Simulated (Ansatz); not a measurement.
**Calibrating B3LYP-D4/def2-TZVPP on molecular compounds of Ta**

The vertical ionisation energy (cation less neutral) in eV of 6 molecular compounds of Ta: x at B3LYP-D4/def2-TZVPP, y at CCSD(T)/def2-TZVPP. Shapes, held fixed at every level: PBE0-D4/def2-TZVP. Flexible molecules stand in one conformer, not always the lowest. Programs: Ansatz 0.2.0.

```
                                        molecule  x (eV)  y (eV)
    TaN4H7 (SMILES [NH]=[Ta]([NH2])([NH2])[NH2])    8.57    9.17
C2H7ClFN2Ta (SMILES C[N](C)[Ta](=[NH])([F])[Cl])    9.12    9.23
   C3H10NO3Ta (SMILES C[O][Ta](=[NH])([O]C)[O]C)    9.22    9.36
                                   Ta(NH2)(OH)2S    9.47       ?
                                         Ta(OH)5   10.61   11.24
                                        Ta(OH)4F   11.11   11.64
```

Q: Fit y = c + s·x to the known rows and predict y for Ta(NH2)(OH)2S.

A: 
1. Means of the 5 rows: x = 9.7260, y = 10.128.
2. Σ(Δx)² = 4.6565, Σ(Δx·Δy) = 5.1159, so the slope is 5.1159/4.6565 = 1.0987.
3. Intercept: 10.128 − (1.0987) × 9.7260 = -0.558. The largest residual of the fit is 0.31.
4. Ta(NH2)(OH)2S: -0.558 + 1.0987 × 9.47 = 9.85 eV.

CCSD(T)/def2-TZVPP gives 9.52 eV, so the prediction is off by +0.33 eV, about the largest residual. Uncorrected, B3LYP-D4/def2-TZVPP misses Ta(NH2)(OH)2S by -0.05 eV, and the other rows by 0.40 on average. The line makes this one worse. Left out in turn, the other rows are missed by 0.29 eV on average. Cations run unrestricted. For atoms past krypton def2 sets carry core potentials with scalar relativity. Outer-core shells of Ta are correlated, in sets that cover them unevenly.
